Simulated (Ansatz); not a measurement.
`BO[Si](O)(O)O` and `O[Si](O)(O)[O][Sn]([Cl])([Cl])[Cl]` differ in one atom or group.

Ansatz, PBE0-D4/def2-TZVP geometries, multiplicity 1. Each molecule was computed in one conformer, which needn't be the lowest.

Elements past krypton have def2 core potentials.

```csv
property,`BO[Si](O)(O)O`
HOMO–LUMO gap (PBE/def2-TZVPP) / eV,5.37
HOMO–LUMO gap (PBE0/def2-TZVPP) / eV,7.90
HOMO energy (PBE0/def2-TZVPP) / eV,-8.50
LUMO energy (B3LYP/def2-TZVPP) / eV,-0.86
"ideal-gas entropy at 298 K and 1 bar (rigid rotor, harmonic PBE0-D4/def2-TZVP) / J/(mol·K)",378
size of the dipole moment (PBE/def2-TZVPP) / D,1.55
```

(1) What does the change do to each property? (Estimate.)

## Answers

(1) Computed: 
```json
{"property": "HOMO–LUMO gap (PBE/def2-TZVPP) / eV", "`O[Si](O)(O)[O][Sn]([Cl])([Cl])[Cl]`": "4.07", "shift": "-1.30"}
{"property": "HOMO–LUMO gap (PBE0/def2-TZVPP) / eV", "`O[Si](O)(O)[O][Sn]([Cl])([Cl])[Cl]`": "6.71", "shift": "-1.19"}
{"property": "HOMO energy (PBE0/def2-TZVPP) / eV", "`O[Si](O)(O)[O][Sn]([Cl])([Cl])[Cl]`": "-9.37", "shift": "-0.87"}
{"property": "LUMO energy (B3LYP/def2-TZVPP) / eV", "`O[Si](O)(O)[O][Sn]([Cl])([Cl])[Cl]`": "-2.96", "shift": "-2.10"}
{"property": "ideal-gas entropy at 298 K and 1 bar (rigid rotor, harmonic PBE0-D4/def2-TZVP) / J/(mol·K)", "`O[Si](O)(O)[O][Sn]([Cl])([Cl])[Cl]`": "519", "shift": "141"}
{"property": "size of the dipole moment (PBE/def2-TZVPP) / D", "`O[Si](O)(O)[O][Sn]([Cl])([Cl])[Cl]`": "2.16", "shift": "0.61"}
```

With PBE0 the HOMO falls by 0.87 eV and the LUMO falls by 2.06 eV, so the gap narrows by about 1.19 eV. PBE moves the HOMO by -0.65 eV and ωB97M-V by -0.85 eV. The zero-point energy changes by -46.0 kJ/mol with +3 modes. Dipoles are sizes alone; their direction can turn. Modes under 60 cm⁻¹, often nearly free rotors, make the harmonic entropy too high.

B3LYP here is the variant with VWN-RPA as its local correlation; programs differ in this.
